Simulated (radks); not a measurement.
The numbers below are computed, except where a source is named.
Task: All-electron atom: Xe VI in [Kr] 4d10 5s2 5p1 (the NIST ground configuration). Code: a radial shooting solver on a logarithmic mesh with Libxc functionals. Model: Dirac Kohn-Sham, LDA (Slater exchange, Perdew-Wang correlation), spin-unpolarised, spherical densities, point nucleus; open shells fill j = l - 1/2 first. Some entries of the table are withheld. Estimate them.

orbital  occ.  eigenvalue (hartree)  r(max) (bohr)
1s1/2       2                   (1)        0.01717
2s1/2       2                   (2)        0.09719
2p1/2       2             -186.7027        0.07439
2p3/2       4             -174.7874        0.07928
3s1/2       2             -42.38145         0.2795
3p1/2       2             -37.47763            (3)
3p3/2       4             -35.21488            (4)
3d3/2       4             -26.55318            (5)
3d5/2       6             -26.07435            (6)
4s1/2       2              -9.46740         0.6607
4p1/2       2              -7.72727         0.6760
4p3/2       4              -7.26936         0.7005
4d3/2       4              -4.44324            (7)
4d5/2       6              -4.36844            (8)
5s1/2       2              -2.72300          1.542
5p1/2       1              -2.23921          1.681
5p3/2       0              -2.16203          1.738

Result: 
(1) 1s1/2 eigenvalue (hartree): -1263.164
(2) 2s1/2 eigenvalue (hartree): -198.4788
(3) 3p1/2 r(max) (bohr): 0.2658
(4) 3p3/2 r(max) (bohr): 0.2766
(5) 3d3/2 r(max) (bohr): 0.2239
(6) 3d5/2 r(max) (bohr): 0.2270
(7) 4d3/2 r(max) (bohr): 0.7414
(8) 4d5/2 r(max) (bohr): 0.7499
